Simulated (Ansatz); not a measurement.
Diatomic AsO, multiplicity 2 (the spin of the measured ground state). No spin–orbit coupling. As is treated without relativity.

D_e counts from the fitted minimum to each atom's lowest state at the same level, without counterpoise.

Correlated levels freeze the inner cores; with def2 sets outer-core shells near the valence are correlated too.

Codes used: Ansatz (Gaussian basis) for Hartree–Fock, density functionals and correlated methods. 

PBE/def2-TZVPP gives 127.51 kcal/mol for the bond energy D_e.

**Question.** Predict the shift from PBE, with its sign, for: r2SCAN/def2-TZVPP, PBE0/def2-TZVPP, wB97M-V/def2-TZVPP, CCSD(T)/def2-QZVPP.

**Answer.** r2SCAN/def2-TZVPP -12.48; PBE0/def2-TZVPP -18.16; wB97M-V/def2-TZVPP -14.59; CCSD(T)/def2-QZVPP -15.64 kcal/mol. 0 of 4 lie above PBE; the widest gap is to PBE0/def2-TZVPP.

Ansatz is a first-principles code.
